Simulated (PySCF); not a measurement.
## Electron correlation in Se²⁺ (selenium, charge +2)

[Ar] 3d10 4s2 4p2, high-spin 3P determinant. Computed with PySCF 2.14 in def2-TZVPPD (7s6p5d1f, 57 functions), with no relativity, point nucleus. Frozen: [Ne]; 22 electrons correlated.

```csv
level,correlation energy (mhartree)
CCSD,-239.34
(T),-5.81
CCSD(T),-245.15
```

Diagnostics: T1 = 0.0048, D1 = 0.0203, largest double amplitude 0.093.

Is a single reference adequate?

Mostly. T1 lies below 0.03, but a double amplitude of this size points to a near-degeneracy that CCSD handles and MP2 describes poorly.

This basis was not built for core-valence correlation, so the inner-shell part is incomplete.
